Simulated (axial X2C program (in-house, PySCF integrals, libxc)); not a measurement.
## A run on ORuO⁺ without results

A two-component calculation with an axial X2C code built on PySCF integrals.

Input and command:
```json
{"zs": [8, 44, 8], "q": 1, "bas": ["dyall-av3z", "dyall-v3z", "dyall-av3z"], "r0": [1.71, 1.71], "symm": 1, "scan": ["PBE0", "HF", "BHandHLYP"], "levels": ["PBE0", "HF", "PBE"], "nst": 2}
```
```bash
python solin.py task.json out
```

Keys: zs atomic numbers; q charge; bas basis sets; r0 starting distance in Å; symm equal bonds; scan levels of the two-bond scan; levels methods; nst determinants followed.

Outcome:

The PBE0 geometry search stopped without converging.
